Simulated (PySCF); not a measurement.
An unknown is described by computed data only.

Formula: C6H12Si.

| Quantity | Value |
| --- | --- |
| Dipole | 0.62 D [B3LYP/def2-SVPD] |
| Triplet | lowest triplet excitation (Tamm–Dancoff): 5.43 eV [TDA B3LYP/def2-SVPD] |
| 13C NMR | chemical shifts (computed TMS as zero) by class: 96.3 (1 C), 75.3 (1 C), 28.2 (2 C), 17.0 (1 C), -9.1 (1 C) ppm [GIAO PBE0/pcSseg-1] |
| UV, first state | lowest singlet excitation: 6.50 eV (191 nm, f = 0.005) [TDDFT B3LYP/def2-SVPD] |
| 1H NMR | chemical shifts (computed TMS as zero) by class: 4.12 (2 H), 1.61 (1 H), 1.33 (6 H), 0.32 (3 H) ppm [GIAO PBE0/pcSseg-1] |
| NMR, other nuclei | isotropic shieldings of nuclei other than C and H, by class: 374 (1 Si) ppm [GIAO PBE0/pcSseg-1] |
| UV, strongest line | among the 8 lowest singlet transitions: S3 at 6.64 eV (187 nm, f = 0.050) [TDDFT B3LYP/def2-SVPD] |
| Rotational structure | rotational constants A, B, C: 2.472, 1.735, 1.413 GHz [GFN2-xTB] |

The electronic properties come from PySCF, for the isolated species, density fitting. Levels stand in brackets. Isolated species at its GFN2-xTB geometry (one conformer only). NMR classes are plain means over equivalent atoms (diastereotopic ones count apart unless rotation or inversion swaps them), as if these changed places fast.

Question: Give a SMILES that accounts for the data.

Answer: Numbering: `[CH:1]#[C:2][C:3]([CH3:4])([CH3:5])[SiH2:6][CH3:7]`. Its formula, C6H12Si, gives 2 degrees of unsaturation: 0 rings and 2 π bonds in the structure found. 6 carbons fall into 5 classes; from least to most shielded: alkyne carbon [C2] (96.3 ppm), terminal alkyne carbon [C1] (75.3 ppm), methyl carbon [C4/C5] (28.2 ppm, 2 C), sp3 carbon bound to silicon [C3] (17.0 ppm), Si-methyl carbon [C7] (-9.1 ppm). Hydrogen classes from least to most shielded: 2 H on an SiH2 silicon, Si6 (4.12 ppm), 1 H on a terminal alkyne carbon, C1 (1.61 ppm), 6 H on 2 methyl carbons, C4/C5 (1.33 ppm, a mean of values up to 0.6 ppm apart in this geometry), 3 H on an Si-methyl carbon, C7 (0.32 ppm, a mean of values up to 0.6 ppm apart in this geometry). The other shieldings belong to: 374 ppm, SiH2 silicon [Si6]. The optimised geometry has point group C1 and is an asymmetric top. Structure: `C#CC(C)(C)[SiH2]C`. Computed isomers that give other values at the same levels: `CCCC#CC[SiH3]` (13C chemical shifts (computed TMS as zero) by class: 86.3 (1 C), 84.5 (1 C), 26.8 (1 C), 23.4 (1 C), 15.3 (1 C), 0.1 (1 C) ppm); `C=C(C)C1C[SiH2]C1` (13C chemical shifts (computed TMS as zero) by class: 173.1 (1 C), 115.0 (1 C), 40.4 (1 C), 29.0 (1 C), 20.9 (2 C) ppm); `CC(C)C1=C[SiH2]C1` (13C chemical shifts (computed TMS as zero) by class: 183.4 (1 C), 130.5 (1 C), 41.1 (1 C), 22.6 (2 C), 13.6 (1 C) ppm). The assignments are read from this structure; whether some other isomer fits the data as well wasn't checked.

Conformer computed: `[CH:1]#[C:2][C:3]([CH3:4])([CH3:5])[SiH2:6][CH3:7]`: C2–C3–Si6–C7 59°.
